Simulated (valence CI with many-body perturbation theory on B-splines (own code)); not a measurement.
## E1 transitions of In

Method: relativistic CI+MBPT: three valence electrons over a frozen Dirac-Fock core [Kr] 4d10, a basis of 11 s, 11 p, 10 d, 8 f, 5 g, 2 h functions for each j, with the one-electron correlation potential Σ1 (screened to all orders), the two-electron term Σ2, the three-electron term Σ3, Breit, model QED; selected single and double excitations, second order for the rest, scaled by the run's own slope (own B-spline code, finite nucleus).

Against 12 measured levels this calculation errs by 162 cm⁻¹ on average and by 504 at most. These come from a selection out of the NIST Handbook of Basic Atomic Spectroscopic Data. Levels without a partner in it may be off by more.

Lines 101 to 137 of 137 in falling wavelength, among levels below 43907 cm⁻¹, chosen from the strongest by gf and those to the six lowest levels. Wavelengths and rates use the calculated energies, so an error of 200 cm⁻¹ moves a line at 4490 Å by 0.9 % and its rate by three times that or more. Electric multipoles are in the length gauge, E1 and E2 with the static RPA response of the core. Weak lines are less certain than strong ones. Lines between different terms over intervals too small for the method are left out, as are lines whose strength nearly cancels and 5 of this kind that miss the measured wavelength by over 7 %. The highest levels of a list are the least certain.

| λ vac (Å) | λ from measured levels | Upper | Lower | A (s⁻¹) | S (a.u.) |
| --- | --- | --- | --- | --- | --- |
| 8952 |  | 5s2.8d 2D_5/2 | 5s2.6p 2P°_3/2 | 1.84e+06 | 3.90e+00 |
| 8736 |  | 5s2.8d 2D_3/2 | 5s2.6p 2P°_1/2 | 1.56e+06 | 2.06e+00 |
| 8536 |  | 5s2.10s 2S_1/2 | 5s2.6p 2P°_3/2 | 5.84e+05 | 3.58e-01 |
| 8327 |  | 5s2.10s 2S_1/2 | 5s2.6p 2P°_1/2 | 3.26e+05 | 1.86e-01 |
| 7007 |  | 5s2.7p 2P°_1/2 | 5s2.6s 2S_1/2 | 1.16e+06 | 3.95e-01 |
| 6954 |  | 5s2.7p 2P°_3/2 | 5s2.6s 2S_1/2 | 1.68e+06 | 1.11e+00 |
| 5792 |  | 5s2.8p 2P°_1/2 | 5s2.6s 2S_1/2 | 3.13e+05 | 6.00e-02 |
| 5775 |  | 5s2.8p 2P°_3/2 | 5s2.6s 2S_1/2 | 5.14e+05 | 1.95e-01 |
| 5313 |  | 5s2.9p 2P°_1/2 | 5s2.6s 2S_1/2 | 1.34e+05 | 1.99e-02 |
| 5305 |  | 5s2.9p 2P°_3/2 | 5s2.6s 2S_1/2 | 2.33e+05 | 6.86e-02 |
| 4490 | 4513 | 5s2.6s 2S_1/2 | 5s2.5p 2P°_3/2 | 9.17e+07 | 8.19e+00 |
| 4085 | 4103 | 5s2.6s 2S_1/2 | 5s2.5p 2P°_1/2 | 5.15e+07 | 3.46e+00 |
| 3264 | 3259 | 5s2.5d 2D_3/2 | 5s2.5p 2P°_3/2 | 2.29e+07 | 1.57e+00 |
| 3262 | 3257 | 5s2.5d 2D_5/2 | 5s2.5p 2P°_3/2 | 1.32e+08 | 1.35e+01 |
| 3099 | 3052 | 5s.5p2 4P_1/2 | 5s2.5p 2P°_3/2 | 2.98e+05 | 8.75e-03 |
| 3045 | 3040 | 5s2.5d 2D_3/2 | 5s2.5p 2P°_1/2 | 1.14e+08 | 6.36e+00 |
| 3002 | 2958 | 5s.5p2 4P_3/2 | 5s2.5p 2P°_3/2 | 3.12e+05 | 1.67e-02 |
| 2941 | 2933 | 5s2.7s 2S_1/2 | 5s2.5p 2P°_3/2 | 2.30e+07 | 5.76e-01 |
| 2901 | 2859 | 5s.5p2 4P_1/2 | 5s2.5p 2P°_1/2 | 6.16e+05 | 1.48e-02 |
| 2878 | 2838 | 5s.5p2 4P_5/2 | 5s2.5p 2P°_3/2 | 2.01e+06 | 1.42e-01 |
| 2816 | 2776 | 5s.5p2 4P_3/2 | 5s2.5p 2P°_1/2 | 3.53e+05 | 1.56e-02 |
| 2762 | 2755 | 5s2.7s 2S_1/2 | 5s2.5p 2P°_1/2 | 1.38e+07 | 2.86e-01 |
| 2719 | 2715 | 5s2.6d 2D_3/2 | 5s2.5p 2P°_3/2 | 4.25e+06 | 1.69e-01 |
| 2716 | 2711 | 5s2.6d 2D_5/2 | 5s2.5p 2P°_3/2 | 2.41e+07 | 1.43e+00 |
| 2607 |  | 5s2.8s 2S_1/2 | 5s2.5p 2P°_3/2 | 9.99e+06 | 1.75e-01 |
| 2565 | 2561 | 5s2.6d 2D_3/2 | 5s2.5p 2P°_1/2 | 1.81e+07 | 6.04e-01 |
| 2531 |  | 5s2.7d 2D_3/2 | 5s2.5p 2P°_3/2 | 6.13e+05 | 1.96e-02 |
| 2529 |  | 5s2.7d 2D_5/2 | 5s2.5p 2P°_3/2 | 2.92e+06 | 1.40e-01 |
| 2472 |  | 5s2.9s 2S_1/2 | 5s2.5p 2P°_3/2 | 4.92e+06 | 7.33e-02 |
| 2465 |  | 5s2.8s 2S_1/2 | 5s2.5p 2P°_1/2 | 6.00e+06 | 8.88e-02 |
| 2436 |  | 5s2.8d 2D_3/2 | 5s2.5p 2P°_3/2 | 4.66e+04 | 1.33e-03 |
| 2435 |  | 5s2.8d 2D_5/2 | 5s2.5p 2P°_3/2 | 1.15e+05 | 4.93e-03 |
| 2403 |  | 5s2.10s 2S_1/2 | 5s2.5p 2P°_3/2 | 2.56e+06 | 3.51e-02 |
| 2397 |  | 5s2.7d 2D_3/2 | 5s2.5p 2P°_1/2 | 1.36e+06 | 3.68e-02 |
| 2344 |  | 5s2.9s 2S_1/2 | 5s2.5p 2P°_1/2 | 2.96e+06 | 3.76e-02 |
| 2311 |  | 5s2.8d 2D_3/2 | 5s2.5p 2P°_1/2 | 3.38e+04 | 8.25e-04 |
| 2282 |  | 5s2.10s 2S_1/2 | 5s2.5p 2P°_1/2 | 1.53e+06 | 1.79e-02 |
